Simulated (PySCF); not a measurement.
CH₃AlCl (SMILES [CH3][Al+][Cl]), charge +1, singlet, at a GFN2-xTB geometry (such geometries of metal compounds can be far from the true shape); DF-PBE/aug-cc-pVDZ run with PySCF.

Input for PySCF:
```python
from pyscf import gto, scf, dft

mol = gto.M(
    atom='''
Al    0.139487   -0.881895    0.772126
C    -0.075549    0.587192   -0.499667
H    -0.906444    1.244871   -0.208559
H    -0.278702    0.196837   -1.506718
H     0.844151    1.187718   -0.540098
Cl    0.384124   -2.374732    2.054854
''',
    basis='aug-cc-pvdz',
    charge=1,
    spin=0,
    verbose=4,
)

mf = dft.RKS(mol)
mf.xc = 'pbe'
mf.init_guess = 'mod_huckel'
mf = mf.density_fit(auxbasis='def2-universal-jkfit')
mf.kernel()
```

Problem. What does PySCF print? Leave out banner, timings and long lists.

Solution. 
```
PySCF version 2.14.0

[INPUT] verbose = 4
[INPUT] num. atoms = 6
[INPUT] num. electrons = 38
[INPUT] charge = 1
[INPUT] spin (= nelec alpha-beta = 2S) = 0
[INPUT] symmetry False subgroup None
[INPUT] Mole.unit = angstrom
[INPUT] Symbol           X                Y                Z      unit          X                Y                Z       unit  Magmom
[...]
nuclear repulsion = 117.484254062042
number of shells = 39
number of NR pGTOs = 168
number of NR cGTOs = 104
basis = aug-cc-pvdz
ecp = {}

******** <class 'pyscf.df.df_jk.DFRKS'> ********
method = DFRKS
initial guess = mod_huckel
damping factor = 0
level_shift factor = 0
DIIS = <class 'pyscf.scf.diis.CDIIS'>
diis_start_cycle = 1
diis_space = 8
diis_damp = 0
SCF conv_tol = 1e-09
SCF conv_tol_grad = None
SCF max_cycles = 50
direct_scf = False
XC library pyscf.dft.libxc version 7.1.2
    S. Lehtola, C. Steigemann, M. J. T. Oliveira, and M. A. L. Marques,  SoftwareX 7, 1–5 (2018)
XC functionals = pbe
    J. P. Perdew, K. Burke, and M. Ernzerhof,  Phys. Rev. Lett. 77, 3865 (1996)
    J. P. Perdew, K. Burke, and M. Ernzerhof,  Phys. Rev. Lett. 78, 1396 (1997)
    J. P. Perdew, K. Burke, and M. Ernzerhof,  Phys. Rev. Lett. 77, 3865 (1996)
    J. P. Perdew, K. Burke, and M. Ernzerhof,  Phys. Rev. Lett. 78, 1396 (1997)
radial grids:
    Treutler-Ahlrichs [JCP 102, 346 (1995); DOI:10.1063/1.469408] (M4) radial grids

becke partition: Becke, JCP 88, 2547 (1988); DOI:10.1063/1.454033
pruning grids: <function nwchem_prune>
grids dens level: 3
symmetrized grids: False
atomic radii adjust function: <function treutler_atomic_radii_adjust>
small_rho_cutoff = 0
Set gradient conv threshold to 3.16228e-05
Initial guess from on-the-fly Huckel, doi:10.1021/acs.jctc.8b01089,
employing the updated GWH rule from doi:10.1021/ja00480a005.
Spherically averaged atomic HF for {'C', 'Al', 'H', 'Cl'}

******** <class 'pyscf.scf.atom_hf.AtomSphAverageRHF'> ********
method = AtomSphAverageRHF
initial guess = minao
damping factor = 0
level_shift factor = 0
DIIS = <class 'pyscf.scf.diis.CDIIS'>
diis_start_cycle = 1
diis_space = 8
diis_damp = 0
SCF conv_tol = 1e-09
SCF conv_tol_grad = None
SCF max_cycles = 50
direct_scf = True
direct_scf_tol = 1e-13
atom = Al
Set gradient conv threshold to 3.16228e-05
Initial guess from minao.
init E= -241.746935546499
cycle= 1 E= -241.773028051315  delta_E= -0.0261  |g|=    0  |ddm|= 0.381
cycle= 2 E= -241.77589060695  delta_E= -0.00286  |g|=    0  |ddm|= 0.212
[...]
Atomic HF for atom  C  converged. SCF energy = -37.3395567120883

******** 1 electron system ********
Atomic HF for atom  H  converged. SCF energy = -0.499334315439586

******** <class 'pyscf.scf.atom_hf.AtomSphAverageRHF'> ********
method = AtomSphAverageRHF
initial guess = minao
damping factor = 0
level_shift factor = 0
DIIS = <class 'pyscf.scf.diis.CDIIS'>
diis_start_cycle = 1
diis_space = 8
diis_damp = 0
SCF conv_tol = 1e-09
SCF conv_tol_grad = None
SCF max_cycles = 50
direct_scf = True
direct_scf_tol = 1e-13
atom = Cl
Set gradient conv threshold to 3.16228e-05
Initial guess from minao.
init E= -459.25718488272
cycle= 1 E= -459.272162940311  delta_E= -0.015  |g|=    0  |ddm|= 0.116
cycle= 2 E= -459.272239111059  delta_E= -7.62e-05  |g|=    0  |ddm|= 0.0195
cycle= 3 E= -459.272243836774  delta_E= -4.73e-06  |g|=    0  |ddm|= 0.00531
cycle= 4 E= -459.272243991176  delta_E= -1.54e-07  |g|=    0  |ddm|= 0.00129
cycle= 5 E= -459.272243991368  delta_E= -1.92e-10  |g|=    0  |ddm|= 5.14e-05
Extra cycle  E= -459.272243991369  delta_E= -9.09e-13  |g|=    0  |ddm|= 4.17e-06
Atomic HF for atom  Cl  converged. SCF energy = -459.272243991369

[...]
tot grids = 81608
init E= -741.168799503854
[...]
cycle= 1 E= -739.660312192208  delta_E= 1.51  |g|= 2.79  |ddm|= 4.21
[...]
cycle= 2 E= -718.925163194966  delta_E= 20.7  |g|= 4.82  |ddm|= 10.1

WARN: HOMO -0.304964442397326 == LUMO -0.304388092147401

cycle= 3 E= -736.282011470368  delta_E= -17.4  |g|= 2.93  |ddm|= 11.7
[...]
cycle= 4 E= -741.718543575393  delta_E= -5.44  |g|= 0.828  |ddm|=    7
[...]
cycle= 5 E= -741.644544519248  delta_E= 0.074  |g|= 0.85  |ddm|= 1.28
[...]
cycle= 6 E= -741.923936532477  delta_E= -0.279  |g|= 0.184  |ddm|= 1.11
[...]
cycle= 7 E= -741.929606255454  delta_E= -0.00567  |g|= 0.148  |ddm|= 0.495
[...]
cycle= 8 E= -741.937316848641  delta_E= -0.00771  |g|= 0.0159  |ddm|= 0.171
[...]
cycle= 9 E= -741.937402600518  delta_E= -8.58e-05  |g|= 0.0031  |ddm|= 0.0273
[...]
cycle= 10 E= -741.937405607711  delta_E= -3.01e-06  |g|= 0.000573  |ddm|= 0.00444
[...]
cycle= 11 E= -741.937405707591  delta_E= -9.99e-08  |g|= 6.15e-05  |ddm|= 0.000576
[...]
cycle= 12 E= -741.937405708822  delta_E= -1.23e-09  |g|= 2.04e-05  |ddm|= 9.5e-05
[...]
cycle= 13 E= -741.937405708957  delta_E= -1.36e-10  |g|= 2.84e-06  |ddm|= 2.15e-05
[...]
Extra cycle  E= -741.937405708955  delta_E= 2.05e-12  |g|= 3.5e-06  |ddm|= 7.96e-06
converged SCF energy = -741.937405708955
```
